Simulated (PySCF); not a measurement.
Vertical excitations of a molecule C₅H₇F from TDDFT-CAM-B3LYP/def2-SVPD (PySCF), as energy in eV (oscillator strength): 6.92 (0.141), 7.10 (0.001), 7.41 (0.062), 7.63 (0.036), 8.13 (0.060), 8.26 (0.002), 8.32 (0.004), 8.69 (0.028), 8.78 (0.043), 8.84 (0.013). Lowest triplet (TDA): 4.23 eV. Geometry optimised at B3LYP-D3(BJ)/def2-SVP. The values are those of a single conformer.

Q: Which molecule gave these data?
A. CC=C=C(C)F
B. C=C[C@@H]1C[C@@H]1F
C. C=CCC(=C)F
D. C[C@@H]1C=C[C@@H]1F

A: D, C[C@@H]1C=C[C@@H]1F
